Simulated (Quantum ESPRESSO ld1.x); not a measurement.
Problem. These are the eigenvalues of the occupied orbitals of an atom or ion with whole-number occupations (eV). Calculated with ld1.x of Quantum ESPRESSO 7.5: non-relativistic Kohn-Sham, LDA (Slater exchange, Perdew-Wang correlation), spin-polarised, spherical densities, point nucleus.

orbital  eigenvalue
1s up      -1630.08
1s down    -1626.27
2s up      -213.831
2s down    -207.386
2p up      -179.232
2p down    -171.975

Which element is it, and in what charge state? The configuration may be excited. Open shells, if any, are filled with parallel spins first.

Solution. Z = 13, aluminium, charge +5: Al5+ in [He] 2s2 2p4. The list shows which subshells hold electrons but not how many an open one holds; the 1s level, -59.904 hartree, gives Z - s = 10.9 by -(Z - s)^2/2, which with screening narrows Z to a few neighbours, and the depths of the outer levels then fix element, charge and occupations together.
